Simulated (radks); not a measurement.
Spin polarisation of the 3p1 shell in the silicon ion Si+. Start: [Ne] 3s2 3p(up 0.5, down 0.5); electrons of 3p are moved from spin down to spin up, other shells keep equal spins. Method: scalar-relativistic Kohn-Sham, PBE, spin-polarised, spherical densities, finite nucleus; Fermi nuclear charge, rms radius of each element as measured or else 0.836 A^(1/3) + 0.57 fm; computed with a radial shooting solver on a logarithmic mesh with Libxc functionals.

moment (Bohr magnetons),E - E(0) (eV),e(3p up) (eV),e(3p down) (eV),3s down minus up (eV),2p down minus up (eV)
0,0.000,-11.656,-11.656,0.000,0.000
0.25,-0.017,-11.786,-11.515,0.274,0.034
0.5,-0.068,-11.905,-11.362,0.549,0.069
0.75,-0.153,-12.015,-11.195,0.827,0.103
1,-0.273,-12.115,-11.013,1.110,0.138

At moment 1 the spin-polarisation energy is -0.273 eV and the 3p exchange splitting 1.102 eV, that is 1.102 eV per Bohr magneton; E = -I m^2/4 would give I = 1.091 eV.
